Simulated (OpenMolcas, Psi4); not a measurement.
RbNa (SMILES [Na][Rb]): the vertical ionisation energy from total energies

RbNa: 2 atoms, total charge 0, spin state singlet. As SMILES, `[Na][Rb]`. The coordinates come from a PBE0-D4/def2-TZVP relaxation.

```xyz
2

Na    0.0000    0.0000   -0.2110
Rb    0.0000    0.0000    3.4891
```

Both states at this one shape; open shells run unrestricted unless said. 1 Eh = 27.2114 eV.

```
                                                                                    level     program  singlet RbNa (Eh)  doublet RbNa+ (Eh)  HOMO of the first (eV)
                                                         M06-L/def2-TZVP (core potential)  OpenMolcas        -186.351960         -186.829067                   -2.32
                                                        M06-2X/def2-TZVP (core potential)        Psi4        -186.296101         -186.127481                   -3.69
B2PLYP/def2-TZVP (core potential, density fitting for correlation), 1 core orbital frozen        Psi4        -186.228244         -186.067633                   -3.40
```

Task: Work out the vertical ionisation energy at each level.

Result: 
1. M06-L/def2-TZVP (core potential): -186.829067 − (-186.351960) = -0.477107 Eh = -12.98 eV; −ε(HOMO) = 2.32 eV.
2. M06-2X/def2-TZVP (core potential): -186.127481 − (-186.296101) = 0.168620 Eh = 4.59 eV; −ε(HOMO) = 3.69 eV.
3. B2PLYP/def2-TZVP (core potential, density fitting for correlation): -186.067633 − (-186.228244) = 0.160611 Eh = 4.37 eV; −ε(HOMO) = 3.40 eV.

No measured value is set beside it here; the levels span -12.98 to 4.59 eV. The second state is spin-contaminated at M06-L/def2-TZVP (core potential) (⟨S²⟩ = 0.87).
